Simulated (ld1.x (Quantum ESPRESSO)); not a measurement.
# krypton: one change to a TM potential, before and after

- Element: krypton (Kr)
- Generator: ld1.x (Quantum ESPRESSO) 7.5
- Type: norm-conserving Troullier–Martins (Kleinman–Bylander form)
- Functional: PBE
- Relativity: scalar-relativistic
- Frozen core: [Ar] 3d10
- Valence charge: 8
- Reference configuration: 4s2 4p5 (charge +1)
- Partial waves: 4s (bound): rc 1.40 bohr; 4p (bound): rc 1.20 bohr
- Local potential: the p channel
- Core correction: a·sin(br)/r model core, default radius (core density twice the valence density)

Change: local potential all-electron potential smoothed inside 1.10 bohr (lloc = -1).

Cutoffs: the cutoffs (Ry, on a coarse ladder) from which the occupation-weighted sum of valence levels, in a spherical-Bessel basis at the reference potential, stays within 10 and 1 mRy of its value at 400 Ry; they do not see the model core or the augmentation charge, which bear on the density cutoff. Errors are all-electron minus pseudo energies relative to the spin-unpolarised reference configuration.

Question: What does the change do?

Answer: The potential gets neither clearly harder nor softer (80 Ry and 160 Ry → 80 Ry and 160 Ry); a bound ghost appears in d, s, which as a rule spoils a file; of the 6 tests that both files solve, the error grows in 3 and shrinks in 2 by more than 15 % and 0.3 meV (median size 2.0 → 3.4 meV); the range in which the p phases agree narrows (upper end 4.8 → 1.5). In the separable form a ghost depends on how the local part lies against the semilocal potential of the channel, so the choice of the local part can create or remove one.

```tsv
quantity	base	changed
cutoff, loose	80 Ry	80 Ry
cutoff, tight	160 Ry	160 Ry
loose cutoff by channel (10 mRy a level)	s 40 Ry, p 60 Ry	s 45 Ry, p 60 Ry
bound ghosts	none	s, d
error for 4s2 4p6, meV [ΔE -14.29 eV]	+5.4	+7.0
error for 4s2 4p4, meV [ΔE 25.18 eV]	-1.0	+0.7
error for 4s2 4p3, meV [ΔE 62.25 eV]	-0.7	+4.1
error for 4s2 4p2, meV [ΔE 112.06 eV]	-14	-15
error for 4s1 4p6, meV [ΔE 14.51 eV]	-1.8	-1.0
error for 4s2 4p5.5, meV [ΔE -8.43 eV]	+2.3	+2.7
s: phases at 1.54 bohr within 0.05 rad from the reference energy up to (Ry; the scan ends near 5)	to the end of the scan	to the end of the scan
p: phases at 1.54 bohr within 0.05 rad from the reference energy up to (Ry; the scan ends near 5)	4.8	1.5
```

 A true bound ghost makes a file unfit for plane-wave use even where its test errors are small: the radial tests pick states by their node count and pass the ghost by.
